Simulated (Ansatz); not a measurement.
Isomers of CH$_{7}$AsSi, relaxed with PBE0-D4/def2-TZVP in Ansatz; electronic energies, one conformer each and not always the lowest. Functionals use def2-TZVPP; CBS adds triple-zeta CCSD(T) − MP2 to the MP2 limit of def2-TZVPP and def2-QZVPP.

Outer-core shells of As are correlated without core-valence functions. Scalar relativity is left out up to krypton. Spin–orbit coupling is left out.

Order them by energy at frozen-core CCSD(T)/CBS, lowest first. (Estimate.)
A. `[SiH3]C[AsH2]`
B. `C[AsH][SiH3]`
C. `C[SiH2][AsH2]`

C (0.0 kcal/mol), B (8.0 kcal/mol), A (14.2 kcal/mol).

How do HF/CBS(def2), B2PLYP, B3LYP, ωB97M-V place them (kcal/mol, against `C[SiH2][AsH2]`)? (Best estimate.)

The calculation gave: 
```tsv
isomer	HF/CBS(def2)	B2PLYP	B3LYP	ωB97M-V
`[SiH3]C[AsH2]`	13.7	14.3	15.0	14.3
`C[AsH][SiH3]`	7.8	7.7	8.0	8.4
```

B3LYP here is the variant with VWN-RPA as its local correlation; programs differ in this.
